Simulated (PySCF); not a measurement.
Vertical excitations of a molecule C5H8 from TDDFT-ωB97X/def2-SVPD (PySCF 2.14.0), as energy in eV (oscillator strength): 7.03 (0.586), 7.47 (0.052), 7.70 (0.000), 8.12 (0.000), 8.33 (0.000), 8.60 (0.003), 8.62 (0.000), 9.03 (0.026), 9.04 (0.000), 9.31 (0.004). Lowest triplet (TDA): 4.30 eV. The structure is a stationary point at B3LYP-D3(BJ)/def2-SVP. Other conformers were not sampled.

Q: Pick the molecule that these values belong to.
A) CC#CCC
B) C=C1CCC1
C) C=CC1CC1
D) C1=CCCC1

A: C, C=CC1CC1
